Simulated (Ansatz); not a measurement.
`F[SiH2]P[SiH3]` from Hartree–Fock to CCSD(T)

| atom | x (Å) | y (Å) | z (Å) |
| --- | --- | --- | --- |
| F1 | -2.5947 | -0.4913 | -0.1464 |
| Si2 | -1.4121 | -0.1289 | 0.8715 |
| P3 | 0.3932 | -1.3086 | 0.2672 |
| Si4 | 1.2494 | 0.2520 | -1.1159 |
| H5 | -1.2339 | 1.3446 | 0.8137 |
| H6 | -1.8246 | -0.5405 | 2.2363 |
| H7 | 1.1201 | -0.8695 | 1.4098 |
| H8 | 1.3643 | 1.5909 | -0.4811 |
| H9 | 0.3445 | 0.3433 | -2.2901 |
| H10 | 2.5938 | -0.1921 | -1.5650 |

Charge 0, multiplicity 1. The geometry is a stationary point of PBE0-D4/def2-TZVP. It is one conformer, not always the lowest. Frozen core, restricted reference, the Gaussian-basis code of Ansatz. CBS rows extrapolate triple and quadruple zeta; past MP2 they add the triple-zeta difference.

```tsv
basis	HF (Eh)	MP2 corr.
def2-SVP	-1021.22485	-0.50622
def2-TZVPP	-1021.68717	-0.65813
def2-QZVPP	-1021.72015	-0.71417
```

Q: Estimate the CCSD correlation energy and the (T) correction in each basis where they were run (hartree).

A: 
```csv
basis,CCSD corr.,(T)
def2-SVP,-0.56458,-0.01333
def2-TZVPP,-0.71377,-0.02523
CBS(def2),-0.81134,as TZ
```
